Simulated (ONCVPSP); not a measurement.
Which change was made? (Hg, ONCV)

ONCVPSP 4.0.1 input, shortened (lines: element, Z, core and valence counts, functional; n l f; lmax; l rc ep ncon nbas qcut; lloc lpopt rc5 dvloc0; l nproj debl; icmod fcfact rcfact), PBE, scalar-relativistic:

```
  Hg 80.00    9    5        4      upf
    1    0    2.00
    2    0    2.00
    2    1    6.00
    3    0    2.00
    3    1    6.00
    3    2   10.00
    4    0    2.00
    4    1    6.00
    4    2   10.00
    4    3   14.00
    5    0    2.00
    5    1    6.00
    5    2   10.00
    6    0    2.00
    3
    0    1.50    0.00    4    8   10.10
    1    1.40    0.00    3    6   11.90
    2    1.85    0.00    4    9    9.50
    3    0.70    0.00    4    9   20.30
    4    5    0.60    6.00
    0    2    3.30
    1    2    0.70
    2    1    4.00
    3    2    1.90
    2    0.55    1.15
```

In the p channel the program set the typed energies aside and used -2.444, 0.250 Ha. In the f channel the program set the typed energies aside and used -3.524, 0.250 Ha.

Cutoffs, loose and tight: the cutoffs (Ha) at which the residual kinetic energy of the hardest occupied pseudo-wave falls to 1 and 0.1 mHa per electron. They do not see the model core or the augmentation charge, which bear on the density cutoff. Test errors are all-electron minus pseudo excitation energies from the reference, over the configurations 4f14 5s2 5p6 5d10 6s1; 4f14 5s2 5p6 5d10 6s0; 4f14 5s2 5p6 5d9 6s0; 4f14 5s2 5p6 5d8 6s0; variants that change the core or the reference have their own tests.

The base gives: outcome: generated, projector energies reset by the program; cutoff, loose: 492 Ha; cutoff, tight: 736 Ha; bound ghosts: s, p; GHOST(+) flags above zero: none; largest test error (meV): +19.

Question: After one change the result is: outcome: failed: ERROR pspot: first pseudo wave function has node, program will stop. Which change was it?
A. all radii but the core radius scaled by about 0.90 (s 1.36, p 1.26, d 1.66, f 0.64 bohr); local potential polynomial inside 0.54 bohr (lpopt 5, dvloc0 6 Ha)
B. all radii but the core radius scaled by about 1.13 (s 1.70, p 1.58, d 2.10, f 0.80 bohr); local potential polynomial inside 0.68 bohr (lpopt 5, dvloc0 6 Ha)
C. all radii but the core radius scaled by about 0.78 (s 1.18, p 1.10, d 1.44, f 0.54 bohr); local potential polynomial inside 0.46 bohr (lpopt 5, dvloc0 6 Ha)

Answer: C. The others give: all radii but the core radius scaled by about 0.90 (s 1.36, p 1.26, d 1.66, f 0.64 bohr); local potential polynomial inside 0.54 bohr (lpopt 5, dvloc0 6 Ha) → outcome: generated, projector energies reset by the program; cutoff, loose: 822 Ha; cutoff, tight: 1058 Ha; bound ghosts: s, p; GHOST(+) flags above zero: d; largest test error (meV): +204 | all radii but the core radius scaled by about 1.13 (s 1.70, p 1.58, d 2.10, f 0.80 bohr); local potential polynomial inside 0.68 bohr (lpopt 5, dvloc0 6 Ha) → outcome: generated, projector energies reset by the program; cutoff, loose: 192 Ha; cutoff, tight: 298 Ha; bound ghosts: s; GHOST(+) flags above zero: p; largest test error (meV): -17.
